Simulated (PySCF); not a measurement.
H3OSi, SMILES [O][SiH3], multiplicity 2. Atoms are numbered in the order given.

```xyz
5

O     -1.1836    -0.0267     0.0000
Si     0.4742    -0.0013     0.0000
H      1.0542    -0.6186     1.2149
H      0.7218     1.4692     0.0000
H      1.0542    -0.6186    -1.2149
```
Charge 0, spin multiplicity 2.

The structure is a stationary point at B3LYP-D3(BJ)/def2-TZVP. The isomer is the one that the SMILES or the coordinates give; other isomers of the formula were not compared.

The numbers are results of B3LYP-D3(BJ)/def2-TZVP (PySCF), not measurements.

Frequencies are harmonic and unscaled.

```json
[
 {"mode": "1", "ν (cm⁻¹)": "525", "IR (km/mol)": "6.8", "moving atoms (share of kinetic energy)": "H 84 %, Si 9 %"},
 {"mode": "2", "ν (cm⁻¹)": "543", "IR (km/mol)": "44.4", "moving atoms (share of kinetic energy)": "H 80 %, O 10 %, Si 10 %"},
 {"mode": "3", "ν (cm⁻¹)": "834", "IR (km/mol)": "14.8", "moving atoms (share of kinetic energy)": "O 62 %, Si 30 %, H 8 %"},
 {"mode": "4", "ν (cm⁻¹)": "889", "IR (km/mol)": "50.4", "moving atoms (share of kinetic energy)": "H 96 %"},
 {"mode": "5", "ν (cm⁻¹)": "902", "IR (km/mol)": "61.5", "moving atoms (share of kinetic energy)": "H 94 %"},
 {"mode": "6", "ν (cm⁻¹)": "997", "IR (km/mol)": "116.1", "moving atoms (share of kinetic energy)": "H 92 %"},
 {"mode": "7", "ν (cm⁻¹)": "2161", "IR (km/mol)": "30.8", "moving atoms (share of kinetic energy)": "H 97 %"},
 {"mode": "8", "ν (cm⁻¹)": "2226", "IR (km/mol)": "56.5", "moving atoms (share of kinetic energy)": "H 98 %"},
 {"mode": "9", "ν (cm⁻¹)": "2227", "IR (km/mol)": "97.5", "moving atoms (share of kinetic energy)": "H 96 %"}
]
```
